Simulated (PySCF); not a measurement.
Si(H)2(OMe)(PH2) (CH7OPSi), SMILES CO[SiH2]P. Geometry: PBE-D3(BJ)/def2-SVP. The values are those of a single conformer.

The numbers are results of PBE-D3(BJ)/def2-SVP run with PySCF 2.14.0, not measurements.

Harmonic wavenumbers (cm⁻¹): 83, 101, 122, 170, 255, 419, 455, 620, 685, 738, 745, 855, 901, 1044, 1115, 1135, 1167, 1420, 1421, 1425, 2123, 2187, 2312, 2332, 2913, 2982, 3042. Rotational constants (GHz): 7.435, 2.429, 1.982; symmetry number 1.

Problem. Work out the zero-point energy and the ideal-gas rigid-rotor harmonic-oscillator thermochemistry at 298.15 K and 1 atm.

Solution. ZPE = ½ Σ hcν = ½ × 32769 cm⁻¹ = 46.85 kcal/mol. H − E(el) = 52.06 kcal/mol. Entropy in cal/(mol K): translation 39.54, rotation 26.60, vibration 17.98, total 84.12. G − E(el) = 26.98 kcal/mol. Cp = 26.01 cal/(mol K). Modes under 150 cm⁻¹ make the vibrational entropy uncertain.
